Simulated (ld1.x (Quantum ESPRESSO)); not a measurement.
What one change does to a pseudopotential (Zr (Z = 40), TM)

* Element: Zr
* Generator: ld1.x (Quantum ESPRESSO) 7.5
* Type: norm-conserving Troullier–Martins (Kleinman–Bylander form)
* Functional: PBE
* Relativity: non-relativistic
* Frozen core: [Ar] 3d10 4s2
* Valence charge: 10
* Reference configuration: 4p6 4d2 5s1 5p0 (charge +1)
* Partial waves: 4p (bound): rc 1.35 bohr; 4d (bound): rc 2.20 bohr; 5s (bound): rc 3.30 bohr
* Local potential: the s channel
* Core correction: a·sin(br)/r model core, default radius (core density twice the valence density)

All-electron outer shells of the reference configuration (PBE, non-relativistic, ld1.x):

```
shell  level (eV)  outermost node (bohr)  outermost maximum (bohr)
   4s      -58.83                   0.56                      1.10
   4p      -38.85                   0.57                      1.19
   4d      -10.30                   0.58                      1.57
   5s       -9.67                   1.49                      3.08
   5p       -6.24                   1.69                      3.71
```

Change: wave 5s (bound): rc 3.30 bohr becomes 5s (bound): rc 2.38 bohr.

Cutoffs: the cutoffs (Ry, on a coarse ladder) from which the occupation-weighted sum of valence levels, in a spherical-Bessel basis at the reference potential, stays within 10 and 1 mRy of its value at 400 Ry; they do not see the model core or the augmentation charge, which bear on the density cutoff. Errors are all-electron minus pseudo energies relative to the spin-unpolarised reference configuration.

Q: Predict the effect on cutoff, ghosts and configuration errors.

A: The potential gets neither clearly harder nor softer (55 Ry and 100 Ry → 55 Ry and 100 Ry); the p channel sets the loose cutoff, while the largest relative change is in s, which becomes harder; of the 7 tests that both files solve, the error grows in 2 and shrinks in 5 by more than 15 % and 0.3 meV (median size 56.6 → 75.6 meV); neither file shows a bound ghost at the reference potential, the only one tested.

```tsv
quantity	base	changed
cutoff, loose	55 Ry	55 Ry
cutoff, tight	100 Ry	100 Ry
loose cutoff by channel (10 mRy a level)	p 40 Ry, d 25 Ry, s 6 Ry	p 40 Ry, d 25 Ry, s 10 Ry
bound ghosts	none	none
error for 4p6 4d2 5s2 5p0, meV [ΔE -6.92 eV]	-3.0	+2.4
error for 4p6 4d2 5s0 5p0, meV [ΔE 12.61 eV]	-9.3	-5.9
error for 4p6 4d1 5s0 5p0, meV [ΔE 35.57 eV]	-57	-81
error for 4p6 4d2 5s1 5p1, meV [ΔE -4.09 eV]	-491	-412
error for 4p5 4d2 5s2 5p0, meV [ΔE 30.88 eV]	-337	-76
error for 4p6 4d0 5s0 5p0, meV [ΔE 70.24 eV]	-194	-275
error for 4p6 4d2.5 5s1.5 5p0, meV [ΔE -6.65 eV]	-6.4	+3.0
```

Base: These tests converged, but a pseudo level misses the all-electron one widely, so the file describes the atom poorly there or has found another state: 4p6 4d1 5s0 5p0: empty 5p by 2.1 eV; 4p6 4d0 5s0 5p0: empty 5p by 3.2 eV. Changed file: These tests converged, but a pseudo level misses the all-electron one widely, so the file describes the atom poorly there or has found another state: 4p6 4d0 5s0 5p0: empty 5p by 2.8 eV.
